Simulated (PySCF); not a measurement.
The multiplicity is imposed and other spin states were not computed.

B3LYP has the VWN-RPA correlation part, as in Gaussian. 

Species: [Mo(CO)5(C2H4)] (charge 0, multiplicity 1).

**Question.** Estimate the HOMO–LUMO gap, dipole moment and charge on the central atom (Mulliken) that B3LYP-D3(BJ)/def2-TZVP // BP86-D3(BJ)/def2-SVP (PySCF) returns for this input.

**Answer.** 
```yaml
HOMO–LUMO gap: 4.58 eV
dipole_moment: 2.99 D
charge on the central atom (Mulliken): 0.24 e
```
